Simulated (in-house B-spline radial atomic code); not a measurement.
Inner levels of copper as electrons are removed. A shift is the extra binding of the orbital against the neutral atom ([Ar] 3d10 4s1). Computed with an all-electron radial atomic-structure program (B-spline basis): non-relativistic Hartree-Fock, average of the configuration, point nuclei.

```tsv
ion	configuration	shift of 2p (eV)	shift of 2s (eV)	shift of 1s (eV)	radius of 2p (bohr)	radius of 2s (bohr)	radius of 1s (bohr)	Σ<r²> (bohr²)	change of density at nucleus (bohr⁻³)
Cu	[Ar] 3d10 4s1	0	0	0	0.20754	0.23754	0.05288	32.169	-
Cu+	[Ar] 3d10	8.4568	8.414	8.5737	0.20754	0.23755	0.05288	18.535	-3.4747
Cu2+	[Ar] 3d9	26.816	26.832	26.539	0.20755	0.23756	0.05288	15.027	-1.9589
Cu3+	[Ar] 3d8	49.021	49.114	48.203	0.20754	0.23756	0.052881	12.634	0.7631
Cu4+	[Ar] 3d7	74.577	74.755	73.115	0.2075	0.23753	0.052883	10.827	4.6466
Cu5+	[Ar] 3d6	103.18	103.44	101.01	0.20744	0.23749	0.052884	9.3827	9.6362
Cu6+	[Ar] 3d5	134.63	134.98	131.74	0.20734	0.23741	0.052886	8.186	15.684
Cu7+	[Ar] 3d4	168.8	169.21	165.17	0.20721	0.2373	0.052888	7.1703	22.751
Cu8+	[Ar] 3d3	205.56	206.02	201.24	0.20704	0.23715	0.052891	6.2932	30.81
Cu9+	[Ar] 3d2	244.85	245.33	239.9	0.20683	0.23696	0.052893	5.5262	39.84
Cu10+	[Ar] 3d1	286.59	287.07	281.1	0.20657	0.23673	0.052896	4.8488	49.829
Cu11+	[Ne] 3s2 3p6	330.73	331.16	324.8	0.20627	0.23646	0.052899	4.246	60.769
Cu12+	[Ne] 3s2 3p5	375.13	375.18	373.42	0.20627	0.23608	0.052893	3.6618	74.936
Cu13+	[Ne] 3s2 3p4	421.01	420.61	423.9	0.20592	0.23567	0.052885	3.1158	89.848
Cu14+	[Ne] 3s2 3p3	468.32	467.43	476.24	0.20553	0.23523	0.052877	2.6045	105.51
Cu15+	[Ne] 3s2 3p2	517.08	515.63	530.41	0.20512	0.23477	0.052869	2.1247	121.92
Cu16+	[Ne] 3s2 3p1	567.25	565.19	586.42	0.20467	0.23427	0.05286	1.6739	139.09
Cu17+	[Ne] 3s2	618.83	616.1	644.26	0.20419	0.23375	0.05285	1.2497	157.03
Cu18+	[Ne] 3s1	670.14	665.29	700.63	0.20375	0.23376	0.052847	0.83326	11.442
Cu19+	[He] 2s2 2p6	722.61	715.52	758.45	0.20329	0.23347	0.052843	0.43703	-143.69
Cu20+	[He] 2s2 2p5	835.29	812.57	906.27	0.19992	0.23084	0.052786	0.37493	-89.598
Cu21+	[He] 2s2 2p4	950.83	911.77	1058.35	0.19667	0.22825	0.052726	0.31686	-33.477
Cu22+	[He] 2s2 2p3	1069.2	1013.11	1214.68	0.19353	0.22572	0.052662	0.26247	24.685
```
